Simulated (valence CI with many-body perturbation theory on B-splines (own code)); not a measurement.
Values are calculated unless marked as measured or tabulated.
**Cd⁴³⁺: what the settings do**

Method: configuration interaction combined with many-body perturbation theory (CI+MBPT): three valence electrons over a frozen Dirac-Fock core [He], a basis of 6 s, 6 p, 5 d, 3 f, 1 g functions for each j, with the one-electron correlation potential Σ1 (screened to all orders), the two-electron term Σ2, the three-electron term Σ3, Breit, model QED; selected single and double excitations, second order for the rest, scaled by the run's own slope (own B-spline code, finite nucleus).

No measured spectrum was set against this ion. As an estimate, large intervals hold to a few tenths of a per cent, small ones and those within an open d or f shell to about a per cent.

The reference run has the lowest level (2s^2 2p1/2) J=1/2 and an ionisation energy of 7111.46 eV. Its largest variational space holds 3944 state functions.

Levels are named by their leading jj configuration (3d3/2^4 stands for four electrons in 3d with j = 3/2), which in mixed levels can hold well under half, so a name can repeat and another be missing. Letters in brackets count levels of one name in rising energy.

Reference levels: (2s 2p1/2^2) J=1/2 1100990, (2s^2 2p3/2) J=3/2 1725500, (2s 2p1/2 2p3/2) J=3/2 [a] 2499090, (2s 2p1/2 2p3/2) J=5/2 2723550, (2s 2p1/2 2p3/2) J=3/2 [b] 3078730, (2s 2p1/2 2p3/2) J=1/2 3097570, (2p1/2^2 2p3/2) J=3/2 4281780, (2s 2p3/2^2) J=5/2 4373330, (2s 2p3/2^2) J=1/2 4890040, (2s 2p3/2^2) J=3/2 4899150, (2p1/2 2p3/2^2) J=3/2 5792370, (2p1/2 2p3/2^2) J=5/2 5936140 cm⁻¹.

Task: Rank these changes by the mean size of the shift of these levels, smallest first.
A. Breit term on → off
B. screening of Σ1 on → off; logarithmic knot step 0.27 → 0.33
C. scale of Σ1 1 → 0

Result: B (36 cm⁻¹), C (1500 cm⁻¹), A (21000 cm⁻¹).
